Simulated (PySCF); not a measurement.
**Deuteron quadrupole couplings in `C=C(/C=C/C)C(=C)C(F)(F)F`**

C8H9F3.
SMILES with atom numbers: `[CH2:1]=[C:2](/[CH:3]=[CH:4]/[CH3:5])[C:6](=[CH2:7])[C:8]([F:9])([F:10])[F:11]` (hydrogens: H12, H13 on C1; H14 on C3; H15 on C4; H16, H17, H18 on C5; H19, H20 on C7)

Cartesian coordinates in Å at the GFN2-xTB level; atoms count from 1:
```xyz
20
C8H9F3 angstrom
C      0.5896   -1.7076   -1.4478
C      0.2925   -0.6552   -0.6789
C      1.1385   -0.2857    0.4489
C      0.8078    0.5342    1.4435
C      1.6971    0.8510    2.5944
C     -0.9053    0.1603   -0.9662
C     -0.9192    1.4857   -1.0321
C     -2.1738   -0.6066   -1.2496
F     -3.2793    0.1171   -1.0093
F     -2.2631   -0.9975   -2.5369
F     -2.2872   -1.7205   -0.5112
H      1.4680   -2.3005   -1.2603
H     -0.0170   -2.0031   -2.2855
H      2.1001   -0.7820    0.4695
H     -0.1629    1.0119    1.4615
H      1.2138    0.5671    3.5288
H      2.6472    0.3292    2.5153
H      1.8853    1.9237    2.6390
H     -1.8158    2.0355   -1.2624
H     -0.0215    2.0538   -0.8636
```

Level: PBE0/pcSseg-1 (PySCF, non-relativistic); Q(2H) = 0.00286 b; rigid geometry, the same for H and D, with no vibrational averaging.

Question: Rank these positions by the coupling χzz of a deuteron there, largest first.
A. H18 (methyl hydrogen)
B. H15 (vinylic hydrogen)
C. H12 (vinylic hydrogen)
D. H19 (vinylic hydrogen)

Answer: C (227 kHz), D (223 kHz), B (215 kHz), A (209 kHz).

Give the electric field gradient Vzz (the principal value of largest size), its asymmetry and the 2H coupling at each hydrogen.

```csv
atom,bonded to,bond length (Å),Vzz (au),η,χzz (kHz)
H12,C1,1.076,0.3377,0.06,227
H13,C1,1.076,0.3330,0.07,224
H14,C3,1.082,0.3223,0.09,217
H15,C4,1.082,0.3201,0.05,215
H16,C5,1.090,0.3110,0.02,209
H17,C5,1.087,0.3149,0.03,212
H18,C5,1.090,0.3107,0.02,209
H19,C7,1.077,0.3312,0.04,223
H20,C7,1.076,0.3337,0.03,224
```

How does χzz go with the bond length over the 9 C–H bonds?

A straight-line fit has a slope of -11.4 kHz for each 0.01 Å, with a correlation coefficient of -0.98, over lengths from 1.076 to 1.090 Å. The longer bonds have the smaller couplings here.

A static deuteron (I = 1) shows a doublet split by (3/2)χ, (3/4)χ(1 + η) and (3/4)χ(1 − η) with the field along z, y and x of the gradient. What are these for H16?

With |χ| = 209.0 kHz and η = 0.022: 314, 160 and 153 kHz, to first order and without motion.

The structure is a single GFN2-xTB conformer in the gas phase; no vibrational or solvent corrections. GFN2-xTB bond lengths can be off by several hundredths of an ångström, more for odd bonds, and the gradients follow them. With a basis this small, the couplings can be 20 % off.
